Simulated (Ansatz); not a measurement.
Relaxation of B(NMe2Et)H3 (C4H14BN) with RKS PBE-D4/def2-SVP.

```sh
$ ansatz run in.yaml --threads 4 --pin off --events-out ev --progress --plain --max-ram 4787MiB
```

```yaml
crystal:
  periodic: [false, false, false]
  atoms:
    - {symbol: B, position_ang: [0.440110, -0.098580, -1.641880]}
    - {symbol: C, position_ang: [1.466350, -0.974880, 0.485480]}
    - {symbol: C, position_ang: [0.694910, 1.271880, 0.485380]}
    - {symbol: C, position_ang: [-0.865480, -0.569760, 0.555160]}
    - {symbol: C, position_ang: [-2.080610, 0.287140, 0.232930]}
    - {symbol: N, position_ang: [0.412940, -0.079260, 0.013110]}
    - {symbol: H, position_ang: [1.513110, -0.987980, 1.579490]}
    - {symbol: H, position_ang: [2.423300, -0.647770, 0.087520]}
    - {symbol: H, position_ang: [1.275750, -1.981700, 0.120930]}
    - {symbol: H, position_ang: [-0.027300, 1.965350, 0.064850]}
    - {symbol: H, position_ang: [0.664100, 1.322580, 1.578780]}
    - {symbol: H, position_ang: [1.682480, 1.569090, 0.139650]}
    - {symbol: H, position_ang: [-1.022380, -1.565110, 0.135290]}
    - {symbol: H, position_ang: [-0.771720, -0.664530, 1.647230]}
    - {symbol: H, position_ang: [-2.976950, -0.245660, 0.542720]}
    - {symbol: H, position_ang: [-2.135290, 0.467250, -0.835750]}
    - {symbol: H, position_ang: [-2.057010, 1.239930, 0.756740]}
    - {symbol: H, position_ang: [1.562910, 0.158640, -1.952020]}
    - {symbol: H, position_ang: [-0.319020, 0.733780, -2.029220]}
    - {symbol: H, position_ang: [0.119790, -1.200390, -1.966410]}
basis:
  gaussian: {orbitals: def2-SVP}
hamiltonian: {xc: pbe, dispersion: d4}
scf: {lower_state_search: "off"}
output: {orbitals: {seedname: orbitals}}
relax: {f_tol: 0.02, max_steps: 100}
```

Hardware: 4 threads of Arm Neoverse V1 on a shared host. Wall time 15 s.

Positions (Å) and forces (eV/Å) at steps 1, 2, 3, 4, 7, 9 of 9:

```xyz
20
step=1 energy=-6528.6009 eV
B     0.440   -0.099   -1.642   -0.077    0.031    0.530
C     1.466   -0.975    0.485    0.227   -0.172    0.117
C     0.695    1.272    0.485    0.057    0.267    0.097
C    -0.865   -0.570    0.555   -0.901    0.253   -0.023
C    -2.081    0.287    0.233    0.556   -0.337    0.124
N     0.413   -0.079    0.013    0.154   -0.058   -0.535
H     1.513   -0.988    1.579   -0.026    0.007    0.550
H     2.423   -0.648    0.088    0.526    0.193   -0.251
H     1.276   -1.982    0.121   -0.130   -0.546   -0.217
H    -0.027    1.965    0.065   -0.397    0.392   -0.223
H     0.664    1.323    1.579   -0.018    0.010    0.554
H     1.682    1.569    0.140    0.530    0.149   -0.212
H    -1.022   -1.565    0.135    0.043   -0.519   -0.163
H    -0.772   -0.665    1.647    0.135   -0.106    0.433
H    -2.977   -0.246    0.543   -0.554   -0.298    0.211
H    -2.135    0.467   -0.836   -0.093    0.154   -0.706
H    -2.057    1.240    0.757   -0.054    0.614    0.300
H     1.563    0.159   -1.952    0.861    0.209   -0.157
H    -0.319    0.734   -2.029   -0.589    0.628   -0.240
H     0.120   -1.200   -1.966   -0.252   -0.872   -0.190
20
step=2 energy=-6528.7361 eV
B     0.436   -0.096   -1.640    0.003    0.024    0.217
C     1.480   -0.988    0.486    0.148   -0.132    0.126
C     0.712    1.288    0.489    0.053    0.193    0.119
C    -0.878   -0.568    0.552   -0.477    0.047    0.106
C    -2.099    0.284    0.222    0.253   -0.133    0.022
N     0.421   -0.076    0.017    0.068    0.015   -0.366
H     1.523   -1.006    1.592   -0.014    0.005    0.150
H     2.448   -0.659    0.080    0.123    0.067   -0.075
H     1.277   -2.002    0.110   -0.051   -0.132   -0.070
H    -0.021    1.991    0.071   -0.120    0.084   -0.065
H     0.692    1.338    1.595   -0.004   -0.006    0.149
H     1.708    1.584    0.126    0.138    0.021   -0.071
H    -1.015   -1.579    0.134    0.034   -0.138   -0.054
H    -0.776   -0.669    1.653    0.030   -0.030    0.135
H    -3.003   -0.255    0.550   -0.156   -0.080    0.072
H    -2.169    0.456   -0.863   -0.034    0.036   -0.177
H    -2.086    1.257    0.739   -0.015    0.174    0.075
H     1.587    0.175   -1.940    0.261    0.069   -0.105
H    -0.349    0.754   -2.020   -0.169    0.182   -0.098
H     0.112   -1.229   -1.954   -0.070   -0.265   -0.089
20
step=3 energy=-6528.7553 eV
B     0.444   -0.089   -1.647   -0.026   -0.005    0.032
C     1.483   -0.996    0.491    0.054   -0.055    0.029
C     0.719    1.296    0.497    0.022    0.074    0.031
C    -0.888   -0.568    0.559   -0.137    0.007    0.010
C    -2.108    0.279    0.220    0.038   -0.038   -0.005
N     0.422   -0.074    0.013    0.049    0.014   -0.087
H     1.514   -1.016    1.602   -0.006    0.008   -0.026
H     2.456   -0.662    0.088   -0.013    0.001    0.003
H     1.274   -2.010    0.104    0.000    0.017   -0.001
H    -0.026    2.001    0.089    0.007   -0.017    0.004
H     0.712    1.334    1.608   -0.002   -0.012   -0.026
H     1.715    1.592    0.120   -0.016   -0.010   -0.001
H    -1.013   -1.588    0.145    0.008    0.014   -0.005
H    -0.779   -0.665    1.664    0.015    0.012   -0.025
H    -3.014   -0.249    0.580    0.014    0.022   -0.002
H    -2.197    0.425   -0.873    0.001   -0.004    0.030
H    -2.088    1.273    0.712    0.001   -0.025   -0.018
H     1.604    0.191   -1.963   -0.004   -0.002    0.037
H    -0.353    0.764   -2.036   -0.006   -0.001    0.012
H     0.123   -1.236   -1.971    0.001    0.002    0.007
20
step=4 energy=-6528.7563 eV
B     0.439   -0.088   -1.644    0.012    0.008    0.049
C     1.485   -0.998    0.489   -0.004   -0.006    0.008
C     0.722    1.297    0.499    0.004    0.004    0.011
C    -0.890   -0.568    0.558   -0.032    0.009    0.019
C    -2.108    0.277    0.214    0.015   -0.018   -0.001
N     0.424   -0.074    0.013    0.000   -0.002   -0.049
H     1.516   -1.020    1.600   -0.002    0.002   -0.011
H     2.458   -0.662    0.087   -0.009    0.001    0.002
H     1.276   -2.011    0.099    0.000    0.011    0.000
H    -0.025    2.001    0.095    0.006   -0.009    0.003
H     0.718    1.332    1.610    0.000   -0.004   -0.012
H     1.716    1.594    0.117   -0.009   -0.006    0.000
H    -1.012   -1.589    0.146    0.007    0.009    0.000
H    -0.780   -0.659    1.663   -0.003    0.002   -0.009
H    -3.014   -0.243    0.583    0.010    0.010    0.000
H    -2.201    0.411   -0.880   -0.001   -0.003    0.016
H    -2.084    1.276    0.694    0.000   -0.010   -0.011
H     1.600    0.194   -1.951   -0.013   -0.002   -0.015
H    -0.360    0.766   -2.028    0.014   -0.011    0.001
H     0.119   -1.236   -1.967    0.005    0.014   -0.002
20
step=7 energy=-6528.7572 eV
B     0.436   -0.074   -1.637   -0.002   -0.001   -0.018
C     1.483   -1.002    0.485   -0.005    0.004   -0.006
C     0.731    1.295    0.510   -0.003   -0.007   -0.004
C    -0.890   -0.562    0.565    0.022    0.000   -0.005
C    -2.111    0.264    0.197   -0.013    0.012   -0.005
N     0.424   -0.071    0.015   -0.004   -0.003    0.015
H     1.509   -1.036    1.595    0.001   -0.002    0.004
H     2.456   -0.663    0.089    0.002    0.000    0.001
H     1.273   -2.009    0.082    0.001   -0.002    0.000
H    -0.019    2.003    0.119   -0.003    0.003    0.001
H     0.739    1.319    1.620    0.001    0.002    0.003
H     1.721    1.591    0.119    0.002    0.003    0.000
H    -1.002   -1.593    0.175   -0.002    0.000    0.002
H    -0.782   -0.628    1.671   -0.004   -0.001    0.002
H    -3.011   -0.231    0.615    0.005    0.002   -0.003
H    -2.227    0.337   -0.900    0.002   -0.002    0.012
H    -2.077    1.289    0.618    0.000   -0.011   -0.005
H     1.596    0.203   -1.952    0.002   -0.002    0.003
H    -0.358    0.787   -2.015    0.001    0.004    0.003
H     0.107   -1.216   -1.971   -0.003   -0.001    0.002
20
step=9 energy=-6528.7574 eV
B     0.431   -0.066   -1.634    0.001   -0.002   -0.006
C     1.484   -1.004    0.482   -0.003   -0.001    0.000
C     0.737    1.295    0.516   -0.002   -0.001    0.001
C    -0.888   -0.559    0.571    0.002    0.000    0.003
C    -2.114    0.253    0.184   -0.002    0.007   -0.002
N     0.425   -0.069    0.018   -0.002    0.000   -0.004
H     1.506   -1.049    1.592    0.000    0.000    0.000
H     2.458   -0.659    0.094   -0.001    0.000    0.001
H     1.276   -2.007    0.068    0.000    0.000    0.000
H    -0.020    2.004    0.140   -0.001    0.000    0.001
H     0.759    1.313    1.627    0.000    0.001   -0.002
H     1.720    1.596    0.114   -0.001    0.000    0.000
H    -0.993   -1.597    0.200    0.001    0.005    0.001
H    -0.784   -0.605    1.679   -0.002    0.000   -0.003
H    -3.009   -0.233    0.620    0.005    0.005   -0.005
H    -2.233    0.296   -0.915    0.004   -0.001    0.014
H    -2.081    1.290    0.575   -0.001   -0.014   -0.005
H     1.597    0.183   -1.952   -0.003   -0.001    0.000
H    -0.343    0.816   -2.005    0.003   -0.002    0.004
H     0.072   -1.199   -1.971    0.001    0.004    0.004
```

Another isomer (singlet) lies 1.23 eV lower at PBE0-D4/def2-TZVP; other spin states weren't run for this one.
